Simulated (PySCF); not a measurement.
Correlation energy of Ga⁺ (gallium, charge +1)

[Ar] 3d10 4s2, closed-shell 1S. Calculation: PySCF 2.14, in 6-31G* (5s4p3d, 32 functions); the non-relativistic Hamiltonian (point nucleus). Frozen: [Ar] 3d10; 2 electrons correlated.

Total MP2 correlation energy: -23.16 mhartree.

Same-spin part 0.00 and opposite-spin part -23.16 mhartree; SCS-MP2 scales them by 1/3 and 6/5 to -27.79 mhartree.

With two correlated electrons CCSD is exact within the correlated space (frozen core and kept virtual orbitals).

```csv
level,correlation energy (mhartree)
CCSD,-34.84
```

Diagnostics: T1 = 0.0044, D1 = 0.0062, largest double amplitude 0.102.

Cost of the coupled-cluster step: 0.05 s of wall time on 1 thread of Intel(R) Xeon(R) Platinum 8488C (shared host), for 2 correlated electrons.

Iterations:

```
CC2 = 0
CCSD nocc = 1, nmo = 18
frozen orbitals [0, 1, 2, 3, 4, 5, 6, 7, 8, 9, 10, 11, 12, 13]
max_cycle = 100
direct = 0
conv_tol = 1e-08
conv_tol_normt = 1e-06
diis_space = 8
diis_start_cycle = 0
Init t2, MP2 energy = -1922.76194524871  E_corr(MP2) -0.0231565344843597
Init E_corr(CCSD) = -0.0231565344844043
cycle = 1  E_corr(CCSD) = -0.0303476343601409  dE = -0.00719109988  norm(t1,t2) = 0.0462745
cycle = 2  E_corr(CCSD) = -0.0329410955827181  dE = -0.00259346122  norm(t1,t2) = 0.0197547
cycle = 3  E_corr(CCSD) = -0.0348546587924146  dE = -0.00191356321  norm(t1,t2) = 0.00894099
cycle = 4  E_corr(CCSD) = -0.0348404819630462  dE = 1.41768294e-05  norm(t1,t2) = 0.000345094
cycle = 5  E_corr(CCSD) = -0.0348445880914336  dE = -4.10612839e-06  norm(t1,t2) = 2.51108e-05
cycle = 6  E_corr(CCSD) = -0.0348425045169316  dE = 2.0835745e-06  norm(t1,t2) = 7.46686e-06
cycle = 7  E_corr(CCSD) = -0.0348428456990551  dE = -3.41182124e-07  norm(t1,t2) = 1.47933e-06
cycle = 8  E_corr(CCSD) = -0.0348428471484117  dE = -1.44935663e-09  norm(t1,t2) = 1.43846e-08
CCSD converged
E(CCSD) = -1922.773631561371  E_corr = -0.03484284714841174
```
